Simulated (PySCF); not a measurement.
Worked example: oscillator strength and radiative lifetime

Be(SeH)(SiH3) (BeH₄SeSi), SMILES [SiH3][Be][SeH].

The structure is a stationary point at B3LYP-D3(BJ)/def2-TZVP. Other conformers were not sampled.

TDDFT-PBE0/def2-SVPD (PySCF) puts the first singlet state with f over 0.02 at 5.06 eV (vertical), with the transition dipole (0.351, -0.131, 0.157) in atomic units.

Find the oscillator strength, the wavelength and the radiative lifetime that this transition would have in vacuum if emission retraced absorption.


|μ|² = 0.1650 au, so |μ| = 1.03 D. ΔE = 5.06/27.211 = 0.1860 hartree. f = (2/3) ΔE |μ|² = 0.020 (the program prints 0.020).
λ = 1239.84/5.06 = 245 nm; ν = 40812 cm⁻¹.
Einstein's coefficient A = 0.6670 ν² f s⁻¹ (ν in cm⁻¹) = 2.3e7 s⁻¹, so τ = 1/A = 44 ns. This state is S2; the lower singlet has f = 0.000. The figure is the radiative limit of this one transition; relaxation, internal conversion, crossing to triplets and a medium change what is measured.
